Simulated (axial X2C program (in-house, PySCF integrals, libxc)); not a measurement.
## Potential curves of CsAs, two-component

Computed with an in-house relativistic program for diatomic molecules. Two-component (2c) means X2C with spin–orbit coupling and atomic mean-field two-electron Coulomb and Gaunt terms. Basis: Cs dyall-cv3z [15s15p9d4f1g], As dyall-cv3z [9s9p6d4f1g] (cores contracted in-house); Gaussian nuclei, density fitting, unrestricted open shells. Masses: Cs 132.905 u, As 74.922 u.

State: Ω = 1 (⟨Sz⟩ = 0.97, ⟨Lz⟩ = 0.03 at HF). Energies in eV from the fragments at the same level (Cs + As). Fits are polynomials in 1 − R0/R over 0.85 to 1.23 times the lowest point R0.

| R (Å) | CCSD(T) |
| --- | --- |
| 3.0713 | -0.8450 |
| 3.1725 | -0.9505 |
| 3.2737 | -1.0105 |
| 3.3750 | -1.0352 |
| 3.4931 | -1.0302 |
| 3.6113 | -0.9987 |
| 3.7631 | -0.9318 |

Correlated methods: 14 electrons correlated (number of frozen shells: Cs 4 s, 3 p, 2 d; As 3 s, 2 p, 1 d), 330 virtual spin orbitals or spinors in MP2, 90 natural virtuals in coupled cluster.

Occupations by symmetry block were frozen at the best pattern of an incomplete PBE0 search. Dissociation energies refer to the lowest single-determinant-based atoms at the same level and basis. Coupled cluster ran in a truncated set of natural virtual spinors; the MP2 energy of the rest was added. (T) has no such correction and the atoms are truncated less, which lowers De at CCSD(T) by a hundredth of an eV or more. Other states lie close and PBE0, whose exact exchange favours high spin, may order them wrongly; the determinant shown need not be the ground state. The nearest other 2c determinant of the search, Ω = 2, lies 0.27 eV up at the distance of the search. With several unpaired electrons one determinant need not be a pure state. Open-shell Ω = 0 determinants with evenly filled partner blocks cannot be reached by this program, so the Ω shown need not be the lowest component. This is the Ω = 1 component of a π² triplet; the 0⁺ component is not one determinant and can lie lowest. Coupled cluster ran on the points near the minimum only. MP2 and coupled cluster on one determinant become unreliable at the stretched end.

Question: Fit the CCSD(T) curve near its minimum: give the equilibrium distance, the harmonic wavenumber and the well depth.

Answer: At CCSD(T), 2c: Re = 3.414 Å, ωe ≈ 116 cm⁻¹, De = 1.04 eV to Cs + As; Be follows as 0.0302 cm⁻¹.
